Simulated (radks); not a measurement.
The numbers below are computed, except where a source is named.
Exchange energies: the exact (Fock) value of the Kohn-Sham orbitals and density-functional approximations, in hartree. Species: Ce4+ [Xe]; Se4+ [Ar] 3d10 4s2; N [He] 2s2 2p3. Code: a radial shooting solver on a logarithmic mesh with Libxc functionals. Model: non-relativistic Kohn-Sham, PBE, spin-polarised, spherical densities, point nucleus. Every spin shell is full or empty, so the densities are truly spherical. Functionals are evaluated on that one density, not self-consistently.

functional      Ce4+      Se4+         N
exact       -198.574  -84.0822  -6.57138
LDA          -189.44   -79.355   -5.8791
PW91         -198.56   -84.184   -6.5547
PW86         -198.07   -84.239   -6.6246
OPTX         -201.31   -84.875   -6.5757
SOGGA        -194.26   -81.974   -6.2789
revTPSS      -196.72   -83.492   -6.5778
Tao-Mo       -196.93   -83.612   -6.6003
TASK         -194.26   -82.025   -6.4065
MVS          -198.67   -84.144   -6.5637
